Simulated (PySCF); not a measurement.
B(All)(Me)(OH), SMILES C=CCB(C)O, GFN2-xTB optimised geometry.

```
15

B      0.02     0.85     0.00
C     -0.80    -0.54     0.03
C     -0.01    -1.64    -0.59
C      0.95    -2.32     0.03
H     -1.77    -0.45    -0.45
H     -0.98    -0.77     1.09
H     -0.20    -1.83    -1.64
H      1.16    -2.17     1.08
H      1.53    -3.08    -0.47
C     -0.75     2.24     0.00
H     -1.23     2.41    -0.96
H     -0.08     3.08     0.18
H     -1.54     2.26     0.75
O      1.35     0.85     0.00
H      1.77    -0.02    -0.01
```

Density from CAM-B3LYP/def2-TZVP (PySCF) at that geometry.

Minimum of the electron density along straight lines between bonded atoms, close to the bond critical point (lines longer than 1.1 times the sum of covalent radii, or with two minima, are not listed):

```csv
bond,length / Å,ρ at the minimum / e bohr⁻³,∇²ρ there / e bohr⁻⁵,position (fraction from the first atom)
B1–C2,1.617,0.175,-0.37,0.33
C2–C3,1.491,0.263,[?],0.48
C3–C4,1.324,0.360,-1.12,0.51
C2–H5,1.089,0.277,-0.95,0.64
C2–H6,1.093,0.271,-0.90,0.64
C3–H7,1.083,0.288,-1.04,0.65
C4–H8,1.079,0.286,-1.02,0.64
C4–H9,1.077,0.288,-1.03,0.65
B1–C10,1.586,[?],-0.39,0.33
C10–H11,1.088,0.272,-0.91,0.64
C10–H12,1.086,0.278,-0.94,0.64
C10–H13,1.087,0.274,-0.92,0.64
B1–O14,1.332,[?],1.11,0.33
O14–H15,0.964,0.355,-2.44,0.81
```

**Question.** Fill in the missing entries.

**Answer.** 
- C2–C3, ∇²ρ there / e bohr⁻⁵: -0.70
- B1–C10, ρ at the minimum / e bohr⁻³: 0.187
- B1–O14, ρ at the minimum / e bohr⁻³: 0.224
